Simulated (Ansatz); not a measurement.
Geometry optimisation, Ansatz 0.2.0, RKS r2SCAN/def2-SVP.

input.yaml

```yaml
crystal:
  periodic: [false, false, false]
  atoms:
    - { symbol: S, position_ang: [-1.4177, 1.4606, -1.434] }
    - { symbol: Al, position_ang: [-0.304, -0.2691, -0.647] }
    - { symbol: As, position_ang: [1.8596, 0.0784, 0.3654] }
    - { symbol: Br, position_ang: [-1.1556, -2.4364, -0.7595] }
    - { symbol: H, position_ang: [-2.0861, 1.7115, -0.2193] }
    - { symbol: H, position_ang: [1.98219, 1.54077, -0.18392] }
    - { symbol: H, position_ang: [2.64418, -0.55746, -0.83807] }
basis:
  gaussian: { orbitals: def2-SVP }
hamiltonian:
  xc: r2scan
relax:
  f_tol: 0.015
  max_steps: 40
```

Command:

```bash
$ ansatz run input.yaml --threads 2 --pin off --max-ram 3072MiB --backend cpu --events-out ev --progress --plain --runs-dir out
```

Where does it end, and by what steps?

The run converged. After 14 steps the energy has fallen by 0.395 eV; H5 moved furthest, 1.11 Å.

```tsv
step	energy less start (eV)	largest force component (eV/Å)	accepted
0	0.0000	1.049	yes
1	-0.1140	0.473	yes
2	-0.1385	0.124	yes
3	-0.1621	0.182	yes
4	-0.1855	0.320	yes
5	-0.2118	0.834	yes
6	-0.3006	0.569	yes
7	-0.3648	0.170	yes
8	-0.3839	0.150	yes
9	-0.3851	0.169	yes
10	-0.3933	0.105	yes
11	-0.3945	0.020	yes
12	-0.3947	0.017	yes
13	-0.3948	0.029	yes
14	-0.3949	0.003	yes
```

```xyz
7
Properties=species:S:1:pos:R:3
S -1.426 1.762 -0.702
Al -0.204 -0.028 -0.416
As 2.078 0.138 0.360
Br -1.180 -2.051 -0.718
H -2.550 1.066 -0.987
H 2.277 1.404 -0.468
H 2.528 -0.763 -0.785
```

Run time: 90 s on 2 threads of Arm Neoverse V1, on a shared host, peak memory 0.2 GiB.
